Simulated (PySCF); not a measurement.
**Radial density of Sb⁺ (antimony, charge +1)**

M06, [Kr] 4d10 5s2 5p2, high-spin 3P determinant. Calculation: PySCF 2.14, in aug-cc-pV5Z-PP with ECP28MDF (8s8p6d4f3g2h, 139 functions); a scalar-relativistic core potential. This is the valence pseudo-density: the core potential removes the inner electrons and smooths the orbitals near the nucleus.

| r (bohr) | 4πr²ρ (e/bohr) | 4πr²(ρα − ρβ) |
| --- | --- | --- |
| 0.00249 | 1.029e-05 | 0.0000 |
| 0.00419 | 2.717e-05 | 0.0000 |
| 0.00705 | 6.711e-05 | 0.0000 |
| 0.0119 | 0.0001538 | 0.0000 |
| 0.0199 | 0.0003070 | 0.0000 |
| 0.0335 | 0.0005169 | 0.0000 |
| 0.0564 | 0.0008298 | 0.0000 |
| 0.0949 | 0.002989 | 0.0000 |
| 0.160 | 0.03043 | 0.0002 |
| 0.268 | 0.4779 | 0.0032 |
| 0.451 | 7.395 | 0.0694 |
| 0.759 | 24.65 | 0.1347 |
| 1.28 | 9.633 | 0.1351 |
| 2.15 | 2.685 | 0.9635 |
| 3.61 | 0.5524 | 0.3846 |
| 6.08 | 0.01423 | 0.0134 |
| 10.2 | 2.607e-05 | 0.0000 |

Energies and moments cover only the electrons outside the core potential.
